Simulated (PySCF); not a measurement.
Compound: Mo(CMe)Me3, C₅H₁₂Mo (singlet state).
Bonds: Mo1–C2, Mo1–C7, Mo1–C11, Mo1–C15, C2–C3. Hydrogens: H4, H5, H6 on C3; H8, H9, H10 on C7; H12, H13, H14 on C11; H16, H17, H18 on C15.

Method: PBE0-D3(BJ)/def2-SVP geometry optimisation, gas phase, def2 core potentials past Kr in PySCF 2.14.0.

**Question.** How far are the bound atoms from Mo1?

**Answer.** 4 atoms: C2 1.716 Å, C11 2.097 Å, C15 2.097 Å, C7 2.098 Å. The nearest atom not counted as bound is H14, at 2.65 Å.

**Question.** List the angles at Mo1.

**Answer.** 
```csv
angle,degrees,distance of the outer atoms (Å)
C7–Mo1–C11,116.6,3.57
C7–Mo1–C15,116.4,3.57
C11–Mo1–C15,116.2,3.56
C2–Mo1–C7,101.2,2.96
C2–Mo1–C15,101.1,2.95
C2–Mo1–C11,101.1,2.95
```

**Question.** What is the shape at Mo1?

**Answer.** Distorted tetrahedral: angles from 101.1° to 116.6°; τ4 = (360° − α − β)/141° = 0.90 with α and β the two widest (0 for a square, 1 for a tetrahedron). The Mo–C distances aren't all alike: 1.716 to 2.098 Å.

**Question.** What are the other bond lengths?

**Answer.** C2–C3 1.469 Å; C3–H4, C3–H5, C3–H6 1.103 Å; C7–H8 and 8 like bonds 1.105 Å.

**Question.** Give some angles away from the centre.

**Answer.** Mo1–C2–C3 180.0°.

Point group: near C3v, missed by 0.31 Å at most; the miss may be what the optimiser left on a soft mode (C3 holds within 0.08 Å). Charge 0, singlet. Not checked by PBE0-D3(BJ)/def2-SVP frequencies.

Time: 2.1 min of wall time; peak memory 0.67 GiB. Hardware: an INTEL XEON PLATINUM 8581C at 2.30 GHz with one thread, no GPU, shared host with 48 logical CPUs at a one-minute load of 36. That covers the optimisation of the geometry.
